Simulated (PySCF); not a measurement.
## Computed structure and properties of [Er(H2O)4]3+

System: [Er(H2O)4]3+ (singlet in the valence; each metal's 4f electrons, 11 of them, lie in its core potential, out of spins and levels); start: displaced along the imaginary mode (S4). Method: PySCF 2.14.0, RKS PBE0, Er lcecp-1-SVP with ECP57, O def2-SVP, H def2-SVP; non-relativistic Hamiltonian with scalar-relativistic core potentials where named; density fitting; no spin-orbit coupling.

Input of the relaxation:

```python
mol = gto.M(atom='''
Er    -0.00000     0.00000     0.00000
O      1.29082     1.30680     1.29881
H      1.86434     1.00875     2.08242
H      1.45656     2.30359     1.19530
O     -1.29082    -1.29881     1.30680
H     -1.45656    -1.19530     2.30359
H     -1.86434    -2.08242     1.00875
O      1.29082    -1.30680    -1.29881
H      1.45656    -2.30359    -1.19530
H      1.86434    -1.00875    -2.08242
O     -1.29082     1.29881    -1.30680
H     -1.86434     2.08242    -1.00875
H     -1.45656     1.19530    -2.30359''',
    basis={'Er': 'lcecp-1-SVP', 'O': 'def2-SVP', 'H': 'def2-SVP'},
    ecp={'Er': 'lcecp-1-SVP'},
    charge=3, spin=0)
mf = dft.RKS(mol, xc='PBE0')
mf.grids.atom_grid = (50, 194)  # f atoms: unpruned, at least (60, 302)
mf = mf.density_fit()  # fitting sets: Er AutoAux, O def2-universal-JKFIT, H def2-universal-JKFIT
mf.conv_tol = 1e-08; mf.max_cycle = 55
mf.kernel(dm0)  # dm0: converged density of the start geometry
# quasi-Newton relaxation in Cartesian coordinates to a largest gradient under 0.00045 Eh/bohr, steps kept in the point group
```

Run from Python with OMP_NUM_THREADS=2; the lines above give its settings. Where DIIS fails, smearing, a level shift and second-order steps follow.
It took 110 s on 2 threads of Arm Neoverse V1, with other jobs on the host, from the converged density of the start.

Course of the relaxation:

```
step  energy above end (eV)  largest force component within the symmetry (eV/Å)
   0                 0.2342                                               1.335
   1                 0.0335                                               0.126
   2                 0.0303                                               0.026
   3                 0.0283                                               0.119
   4                 0.0251                                               0.172
   5                 0.0177                                               0.128
   6                 0.0124                                               0.134
   7                 0.0114                                               0.369
  10                 0.0020                                               0.072
  11                 0.0016                                               0.104
  12                 0.0008                                               0.028
  13                 0.0004                                               0.016
  14                 0.0000                                               0.015
  15                 0.0000                                               0.005
```
(The steps between are left out.)

Relaxed geometry (S4):

```xyz
13

Er    0.0000    0.0000    0.0000
O     1.3342    1.3121    1.2459
H     2.1385    1.0581    1.7541
H     1.2596    2.2808    1.4076
O    -1.3341   -1.2460    1.3121
H    -1.2597   -1.4075    2.2807
H    -2.1385   -1.7541    1.0580
O     1.3342   -1.3121   -1.2459
H     1.2596   -2.2808   -1.4076
H     2.1385   -1.0581   -1.7541
O    -1.3341    1.2460   -1.3121
H    -2.1385    1.7541   -1.0580
H    -1.2597    1.4075   -2.2807
```

| contact | Å |
| --- | --- |
| Er1–O2 (H2O) | 2.248 |
| Er1–O5 (H2O) | 2.248 |
| Er1–O8 (H2O) | 2.248 |
| Er1–O11 (H2O) | 2.248 |

On the finer grid (75, 302):

```yaml
HOMO: -24.54 eV
LUMO: -15.10 eV
Dipole_about_the_centre_of_mass: 0.00 D
Set_of_Mulliken_populations_of_Er1_outside_the_core_potential: s 2.19, p 6.25, d 0.80, f 0.04
D3_BJ_dispersion_energy_not_in_the_energies: -0.172 eV
```

```csv
atom,Mulliken (e),Löwdin (e),spin (e)
Er1,1.72,1.28,0.00
O2,-0.33,0.02,0.00
H3,0.32,0.20,0.00
H4,0.32,0.20,0.00
O5,-0.33,0.02,0.00
H6,0.32,0.20,0.00
H7,0.32,0.20,0.00
O8,-0.33,0.02,0.00
H9,0.32,0.20,0.00
H10,0.32,0.20,0.00
O11,-0.33,0.02,0.00
H12,0.32,0.20,0.00
H13,0.32,0.20,0.00
```

The 4f levels lie in the core potential and are missing. Their spin isn't counted.

On the grid (50, 194), as all that follows. Harmonic modes: a minimum within the noise of the softest modes; lowest 42 cm⁻¹ (negative: unstable), highest 3654 cm⁻¹, zero-point energy 2.684 eV.

Taking off one H2O (charge 0, singlet; the rest: singlet) in vacuum, both parts rigid, costs 3.54 eV; the small basis without counterpoise inflates it. Parting with an electron moved from the ligand to the metal can be far cheaper, even downhill.

Rigid scan of H2O along the line from its metal:

distance to O2 (Å), energy (eV) and a bar:
```
     1.95      0.683 ##############################
     2.05      0.258 ###########
     2.15      0.055 ##
     2.25      0.000 
     2.35      0.042 ##
     2.45      0.145 ######
     2.65      0.445 ####################
```

One start shape was tried, so this needn't be the lowest isomer.

An lcecp potential fixes the number of 4f electrons, so in runs with it no electron can move into or out of that shell.
